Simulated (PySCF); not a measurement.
# Dipole response of B⁻ (boron, charge -1)

[He] 2s2 2p2, high-spin 3P determinant. All numbers are calculated (PySCF 2.14, the spin-free X2C one-electron Hamiltonian (Gaussian nucleus), in aug-cc-pCVTZ-DK with one added diffuse shell each of s, p, d, f type (8s7p5d3f, 75 functions)). Coupled (time-dependent) response in atomic units; α is the mean over directions.

```csv
method,mean α (bohr³),"α xx, yy, zz",C₆ (like pair),S(−4)
UHF,198.0,"92.37, 250.8, 250.8",2082,73520
```

S(−4) is the Cauchy moment in α(ω) = α(0) + S(−4) ω² + …

α(iu) at UHF:

```json
{"u (hartree)": "0", "α(iu) (bohr³)": "198.0"}
{"u (hartree)": "0.0500", "α(iu) (bohr³)": "119.7"}
{"u (hartree)": "0.100", "α(iu) (bohr³)": "70.56"}
{"u (hartree)": "0.200", "α(iu) (bohr³)": "34.44"}
{"u (hartree)": "0.300", "α(iu) (bohr³)": "20.77"}
{"u (hartree)": "0.500", "α(iu) (bohr³)": "9.938"}
{"u (hartree)": "0.750", "α(iu) (bohr³)": "5.170"}
{"u (hartree)": "1.00", "α(iu) (bohr³)": "3.163"}
{"u (hartree)": "1.50", "α(iu) (bohr³)": "1.539"}
{"u (hartree)": "2.00", "α(iu) (bohr³)": "0.9108"}
{"u (hartree)": "3.00", "α(iu) (bohr³)": "0.4305"}
{"u (hartree)": "5.00", "α(iu) (bohr³)": "0.1676"}
```

A single London oscillator, α(iu) = α/(1 + u²/ω²), gives C₆ = (3/4) ω α². Matching the computed C₆ needs ω = 4 × 2082 / (3 × 198.0²) = 0.0708 hartree.

For an ion, C₆ is the dispersion term alone; charge-induced terms of lower order in 1/R come first.

The components differ because the open shell of this determinant is not spherical; for a pure term their mean is the scalar polarisability.
